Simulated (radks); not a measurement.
Problem. Kr+, configuration [Ar] 3d10 4s2 4p4 6f1 (not the ground configuration). Method: Dirac Kohn-Sham, LDA (Slater exchange, Perdew-Wang correlation), spin-unpolarised, spherical densities, point nucleus; open shells fill j = l - 1/2 first; computed with a radial shooting solver on a logarithmic mesh with Libxc functionals. Some entries of the table are withheld. Estimate them.

| orbital | occ. | eigenvalue (eV) | <r^2> (bohr^2) |
|---|---|---|---|
| 1s1/2 | 2 | -14154.66 | 0.002324 |
| 2s1/2 | 2 | -1884.776 | 0.03976 |
| 2p1/2 | 2 | (1) | (2) |
| 2p3/2 | 4 | (3) | (4) |
| 3s1/2 | 2 | -286.5914 | 0.3245 |
| 3p1/2 | 2 | -223.8320 | 0.3339 |
| 3p3/2 | 4 | -215.9001 | 0.3470 |
| 3d3/2 | 4 | (5) | 0.3764 |
| 3d5/2 | 6 | (6) | 0.3816 |
| 4s1/2 | 2 | -44.4841 | 2.555 |
| 4p1/2 | 2 | -29.9463 | 3.384 |
| 4p3/2 | 2 | -29.1266 | 3.508 |
| 6f5/2 | 1 | -1.3319 | 556.5 |
| 6f7/2 | 0 | -1.3319 | 556.4 |

Solution. 
(1) 2p1/2 eigenvalue (eV): -1707.129
(2) 2p1/2 <r^2> (bohr^2): 0.03044
(3) 2p3/2 eigenvalue (eV): -1653.397
(4) 2p3/2 <r^2> (bohr^2): 0.03187
(5) 3d3/2 eigenvalue (eV): -106.0407
(6) 3d5/2 eigenvalue (eV): -104.7328
